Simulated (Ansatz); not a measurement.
```
atom    x (Å)    y (Å)    z (Å)
   C   0.0023  -0.0086   0.0045
   F   0.7646   0.7515   0.7628
   F   0.7625  -0.7613  -0.7502
   F  -0.7524   0.7538  -0.7559
   F  -0.7511  -0.7644   0.7573
```

Basis set: cc-pVDZ (spherical functions). Frozen core: 5 orbitals. Charge 0, multiplicity 1.

Computed with Ansatz (development build ahead of 0.2.0); each method stands on the lowest determinant of its kind that the runs found. Restricted open shells among the atoms or ions are ROHF, correlated in semicanonical orbitals with singles.

The atomization energy at this shape (free ground-state atoms in the same class of orbitals less the molecule, no zero-point energy) of singlet CF4:

```
method  atomization energy
   RHF            13.50 eV
```

**Question.** What does RHF-MP2 give?

**Answer.** 19.92 eV.
